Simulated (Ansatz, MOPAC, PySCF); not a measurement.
Noncovalent pair: CH4 (SMILES C) (first 5 atoms) with Si2H6 (SMILES [SiH3][SiH3]); geometry from B3LYP-D3(BJ)/def2-TZVP, rigid monomers moved along the line of their centres of mass till C1···Si7 is 5.42 Å.
(charge 0, multiplicity 1):
| atom | x (Å) | y (Å) | z (Å) |
|---|---|---|---|
| C | 0.0554 | -0.1260 | 0.0464 |
| H | -0.3725 | -1.0483 | 0.4367 |
| H | -0.5348 | 0.7218 | 0.3915 |
| H | 1.0800 | -0.0225 | 0.3998 |
| H | 0.0467 | -0.1546 | -1.0423 |
| Si | 1.0234 | 0.5349 | 5.7255 |
| Si | -1.1621 | -0.2147 | 5.3291 |
| H | 1.7517 | -0.4433 | 6.5700 |
| H | 0.9940 | 1.8387 | 6.4326 |
| H | 1.7631 | 0.7041 | 4.4525 |
| H | -1.1452 | -1.5262 | 4.6380 |
| H | -1.9024 | 0.7573 | 4.4897 |
| H | -1.8808 | -0.3698 | 6.6178 |

Counterpoise-corrected where a basis set is named; no monomer relaxation. Rows marked so take none.

Frozen-core correlation. Rows in 3-21G, 6-31G*, STO-3G carry no dispersion term and start afresh at each structure (6-31G* with six Cartesian d functions). MP2/6-31G* freezes PySCF's default core. The state that PM7 reach isn't checked; PM7 holds dispersion and hydrogen-bond terms.

Run with Ansatz (Gaussian orbitals); MOPAC for PM7 (differences of heats of formation); PySCF for 3-21G rows, 6-31G* rows, STO-3G rows, the dispersion terms. Each number belongs to the level named beside it.

Other levels give for the interaction energy: PBE/def2-TZVPPD -0.10; B3LYP/def2-TZVPPD 0.08; B3LYP-D3(BJ)/def2-TZVPPD -0.22; wB97M-V/def2-TZVPPD -0.25; CCSD(T)/aug-cc-pV(D+d)Z -0.23 kcal/mol.

Common cheap choices:

```
level                            interaction energy (kcal/mol)
-------------------------------  -----------------------------
PM7                                                      -0.16
HF/STO-3G (no counterpoise)                              -0.01
HF/3-21G (no counterpoise)                               -0.05
HF/6-31G* (no counterpoise)                              -0.05
BP86/6-31G* (no counterpoise)                             0.07
B3LYP/6-31G*                                              0.04
M06-2X/6-31G* (no counterpoise)                          -0.19
MP2/6-31G* (no counterpoise)                             -0.17
```

Ansatz is an electronic-structure program.
